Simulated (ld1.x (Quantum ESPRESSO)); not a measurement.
# Which change was made? (Ta, RRKJ)

Ta, norm-conserving RRKJ (Kleinman–Bylander form), made with ld1.x (Quantum ESPRESSO) 7.5 (PBEsol, scalar-relativistic). Core [Kr] 4d10 4f14, reference 5s2 5p6 5d3 6s2 6p0. Waves: 5s (bound): rc 1.85 bohr; 5d (bound): rc 2.60 bohr; 5f channel at 0.1 Ry: rc 2.70 bohr; 5p (bound): rc 1.45 bohr. Local part: the p channel. Core correction: none.

Occupied shells without a wave of their own: 6s. They enter only through the test configuration that unscreens the potential.

Cutoffs, loose and tight: the cutoffs (Ry, on a coarse ladder) from which the occupation-weighted sum of valence levels, in a spherical-Bessel basis at the reference potential, stays within 10 and 1 mRy of its value at 400 Ry. They do not see the model core or the augmentation charge, which bear on the density cutoff. Test errors are all-electron minus pseudo excitation energies from the reference, over the configurations 5s2 5p6 5d3 6s1 6p0; 5s2 5p6 5d3 6s0 6p0; 5s2 5p6 5d2 6s0 6p0; 5s2 5p6 5d2 6s2 6p1; 5s2 5p6 5d3 6s1.5 6p0; 5s2 5p6 5d3 6s0 6p1; 5s2 5p6 5d3 6s0 6p2; variants that change the core or the reference have their own tests.

The base gives: outcome: generated, misses its reference levels by 0.78 eV; cutoff, loose: 80 Ry; cutoff, tight: 110 Ry; bound ghosts: none; largest test error (meV): -3270.

On the changes marked as counting shells twice: ld1.x takes every shell without a wave as core, so the model core holds the marked electrons as well and exchange and correlation see them twice. This cancels in the reference configuration, but the file is broken for other ones, and its errors say nothing about a proper core correction.

(1) After one change the result is: outcome: generated, misses its reference levels by 0.86 eV; cutoff, loose: 80 Ry; cutoff, tight: 110 Ry; bound ghosts: none; largest test error (meV): -1785. Which change was it?
A. core correction a·sin(br)/r model core inside 0.76 bohr (6s counted twice)
B. functional LDA (PZ)
C. reference 5s2 5p6 5d3 6s1.5 6p0

Answers

(1) C. The others give: core correction a·sin(br)/r model core inside 0.76 bohr (6s counted twice) → outcome: generated, misses its reference levels by 0.78 eV; cutoff, loose: 80 Ry; cutoff, tight: 110 Ry; bound ghosts: none; largest test error (meV): -4299 | functional LDA (PZ) → outcome: generated, misses its reference levels by 0.80 eV; cutoff, loose: 80 Ry; cutoff, tight: 110 Ry; bound ghosts: none; largest test error (meV): -3350.
